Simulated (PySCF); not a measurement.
Species: AsP3SSeO nortricyclane, AsOP₃SSe.
Structure used (PBE0-D3(BJ)/def2-SVP), in Å, numbered top down from 1:
```xyz
7
AsOP3SSe angstrom
As    -1.546   -0.751   -0.441
S     -0.078   -0.140   -2.045
P      1.564    0.449   -0.879
P      0.725    1.387    0.988
Se    -1.496    1.310    0.763
P      1.192   -0.837    0.956
O     -0.269   -1.519    0.589
```

Theory: delta-SCF UKS SCAN, pcX-2 on the ionised atom, pcseg-1 elsewhere, spin-free X2C in PySCF 2.14.0. Every row has its own mixed basis.

| ionised atom | basis functions | E(ground) (Eh) | binding energy (eV) |
| --- | --- | --- | --- |
| O7 | 171 | -6179.72164 | 538.440 |
| P3 | 182 | -6179.77815 | 2150.348 |
| P4 | 182 | -6179.77712 | 2150.206 |
| P6 | 182 | -6179.78333 | 2151.018 |
| S2 | 182 | -6179.82374 | 2477.039 |

Task: Fill in the total energy of each core-ionised state.

Result: With binding energy = E(ionised) − E(ground) and 27.2114 eV a hartree:

```
atom  binding energy (Eh)  E(ionised) (Eh)
  O7              19.7873       -6159.9343
  P3              79.0238       -6100.7543
  P4              79.0186       -6100.7585
  P6              79.0484       -6100.7349
  S2              91.0295       -6088.7942
```

Task: How much do the ground-state energies differ, and what would follow from using one of them for all holes?

Result: They run from -6179.8237 Eh (core basis on S2) to -6179.7216 Eh (on O7), 0.1021 Eh or 2.78 eV apart, though the state is the same; only basis and grid differ. Pairing the ion of O7 with the ground state of S2 would put its binding energy 2.78 eV too high.

The listed P 1s values span 0.81 eV, from P4 (bonded to Se and 2 P) to P6 (bonded to O and 2 P).

Only 1s holes are shown. Isolated species at its PBE0-D3(BJ)/def2-SVP geometry (one conformer only).
